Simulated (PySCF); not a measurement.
Isomers of C7H9Cl, one GFN2-xTB conformer each. Single-point energies are computed at PBE0/pcSseg-1 (PySCF, gas phase, no added dispersion term), electronic only.

Question: Rank them by PBE0/pcSseg-1 energy, lowest first (kJ/mol).
A. 4-chloronortricyclene, `Cl[C@]12C[C@@H]3[C@H](C1)[C@@H]3C2`
B. `[CH3:1][CH2:2][C:3]1=[CH:4][C:5]([Cl:6])=[CH:7][CH2:8]1` with C1–C2–C3–C4 108°
C. `[CH2:1]=[CH:2]/[CH:3]=[C:4]1/[CH2:5][CH2:6][C@@H:7]1[Cl:8]` with C1–C2–C3–C4 179°
D. `[CH2:1]=[CH:2][C@@H:3]1[CH2:4][C@:5]12[CH2:6][C@H:7]2[Cl:8]` with C1–C2–C3–C4 -146°

Answer: A (0.0), B (41.0), C (136.3), D (200.9).

As drawn, the highest has a C=C bond outside aromatic rings and a quaternary carbon, which the lowest lacks. GFN2-xTB itself gives, in the same order: 0.0, 82.2, 184.2, 235.2. Both levels put the same isomer lowest; measured from each level's own lowest isomer, the values differ by up to 47.9 kJ/mol (C=C/C=C1/CC[C@@H]1Cl: 184.2 against 136.3).

Question: Which frontier levels, dipoles and rotational constants go with these structures?

Answer: 
```csv
SMILES,"HOMO (eV, PBE0/pcSseg-1)",LUMO (eV),dipole (D),"A, B, C (MHz)"
Cl[C@]12C[C@@H]3[C@H](C1)[C@@H]3C2,-8.05,1.06,2.23,"3856, 1421, 1421"
CCC1=CC(Cl)=CC1,-6.31,-0.70,2.58,"4683, 847.5, 763.0"
C=C/C=C1/CC[C@@H]1Cl,-6.64,-1.20,2.14,"2453, 1217, 855.9"
C=C[C@@H]1C[C@]12C[C@H]2Cl,-7.08,0.07,1.69,"5055, 804.1, 767.1"
```

Question: As an exercise, what shares would exp(−E/RT) give at 1000 K from these electronic energies alone (no entropy, no degeneracies)?

Answer: RT = 8.314 kJ/mol: Cl[C@]12C[C@@H]3[C@H](C1)[C@@H]3C2 99.3 %, CCC1=CC(Cl)=CC1 0.7 %, C=C/C=C1/CC[C@@H]1Cl under 0.1 %, C=C[C@@H]1C[C@]12C[C@H]2Cl under 0.1 %.
